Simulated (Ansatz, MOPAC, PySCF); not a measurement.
Breaking a bond: GaH, singlet.

- PM7, restricted, heats of formation (MOPAC)
- UKS-B3LYP/LANL2DZ = unrestricted B3LYP/LANL2DZ, with its core potentials past Ne in PySCF 2.14.0
- UMP2/6-31G* = unrestricted MP2 (frozen core)/6-31G*, spherical d (PySCF 2.14.0)
- FCI = full CI/def2-TZVP, cores with 3d frozen run with Ansatz (a program for electronic structure)

Energies relative to the lowest point of each curve near equilibrium, in kcal/mol; the last columns give the difference from FCI:

```
R / Å    PM7  UKS-B3LYP/LANL2DZ  UMP2/6-31G*   FCI  PM7 − FCI  UKS-B3LYP/LANL2DZ − FCI  UMP2/6-31G* − FCI
-----  -----  -----------------  -----------  ----  ---------  -----------------------  -----------------
1.25    26.6               39.1         41.9  40.5      -13.9                     -1.4                1.4
1.33    12.3               23.3         24.7  23.6      -11.3                     -0.3                1.1
1.43     2.7               10.7         10.9  10.4       -7.7                      0.3                0.5
1.52     0.0                4.2          3.7   3.8       -3.8                      0.4               -0.1
1.59     0.8                1.4          1.0   1.1       -0.3                      0.3               -0.1
1.62     1.8                0.7          0.4   0.5        1.3                      0.2               -0.1
1.68     4.6                0.0          0.0   0.0        4.6                      0.0                0.0
1.74     8.5                0.1          0.4   0.3        8.1                     -0.2                0.1
1.80    13.0                0.8          1.4   1.3       11.7                     -0.5                0.1
1.82    14.7                1.2          1.9   1.7       12.9                     -0.6                0.2
1.93    24.5                3.9          5.3   4.9       19.6                     -1.0                0.4
2.06    37.0                8.5         10.6   9.9       27.2                     -1.4                0.7
2.30    59.8               18.8         21.9  20.2       39.6                     -1.4                1.6
2.54    79.8               29.8         36.3  30.5       49.4                     -0.7                5.9
2.73    93.1               38.2         43.1  37.8       55.3                      0.4                5.3
2.98   107.2               47.8         48.3  46.0       61.2                      1.8                2.3
3.40   123.9               57.5         52.5  55.9       68.0                      1.6               -3.4
3.70   131.9               61.5         53.7  60.2       71.7                      1.3               -6.5
4.12   139.7               64.9         54.5  63.6       76.1                      1.3               -9.0
4.55   145.1               66.8         54.9  65.0       80.0                      1.7              -10.2
4.94   148.6               67.6         55.0  65.6       83.0                      2.1              -10.6
5.93   154.8               68.2         55.1  65.9       88.8                      2.3              -10.8
6.71   158.2               68.3         55.1  66.0       92.2                      2.3              -10.8
```

PM7 is furthest from FCI at 6.71 (92.2 kcal/mol, above); its mean absolute difference over the points is 38.6 kcal/mol.

UKS-B3LYP/LANL2DZ is furthest from FCI at 6.71 (2.3 kcal/mol, above); its mean absolute difference over the points is 1.0 kcal/mol.

UMP2/6-31G* is furthest from FCI at 6.71 (-10.8 kcal/mol, below); its mean absolute difference over the points is 3.5 kcal/mol.

The restricted form behind PM7 keeps the bonding electrons paired and can't separate into open-shell fragments. The unrestricted determinant behind UKS-B3LYP/LANL2DZ is spin-contaminated at 2.98 to 6.71 Å (<S²> up to 1.0, against 0.00 for a pure singlet). The unrestricted determinant behind UMP2/6-31G* is spin-contaminated at 1.25 to 1.43, 2.54 to 6.71 Å (<S²> up to 1.0, against 0.00 for a pure singlet).
